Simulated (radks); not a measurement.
Effect of the nuclear size on the phosphorus ion P+, [Ne] 3s2 3p2. All-electron calculation, Dirac Kohn-Sham, PBE, spin-unpolarised, spherical densities, finite nucleus; open shells fill j = l - 1/2 first; Fermi nuclear charge, rms radius 3.1889 fm. Program: a radial shooting solver on a logarithmic mesh with Libxc functionals. The rms radius is varied about that value; shifts are against it.

| rms radius (fm) | total energy shift (eV) | density at nucleus (e/bohr^3) | 1s1/2 shift (meV) | 2s1/2 shift (meV) |
|---|---|---|---|---|
| 2.6436 | -0.00232 | 2396 | -0.967 | -0.065 |
| 3.0422 | -0.000665 | 2391 | -0.278 | -0.019 |
| 3.1889 | 0 | 2390 | 0.000 | 0.000 |
| 3.4281 | 0.00115 | 2387 | 0.480 | 0.032 |
| 3.9032 | 0.00368 | 2382 | 1.54 | 0.103 |

Slopes of the eigenvalues against <r^2> in GHz/fm^2, as finite differences over the two radii next to the reference (eigenvalue slopes, not the field-shift constants of lines): 1s1/2 73.4, 2s1/2 4.92.
